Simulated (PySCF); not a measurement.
## Correlation energy of Si²⁺ (silicon, charge +2)

[Ne] 3s2, closed-shell 1S. All numbers are calculated (PySCF 2.14, the spin-free X2C one-electron Hamiltonian (Gaussian nucleus), in aug-cc-pCVTZ-DK with one added diffuse shell each of s, p, d, f type (9s8p6d4f, 91 functions)). Frozen: [Ne]; 2 electrons correlated.

With two correlated electrons CCSD is exact within the correlated space (frozen core and kept virtual orbitals).

```
level  correlation energy (mhartree)
 CCSD                         -44.81
```

Diagnostics: T1 = 0.0060, D1 = 0.0085, largest double amplitude 0.115.

Problem. Is a single reference adequate?

Solution. Mostly. T1 lies below 0.03, but a double amplitude of this size points to a near-degeneracy that CCSD handles and MP2 describes poorly.
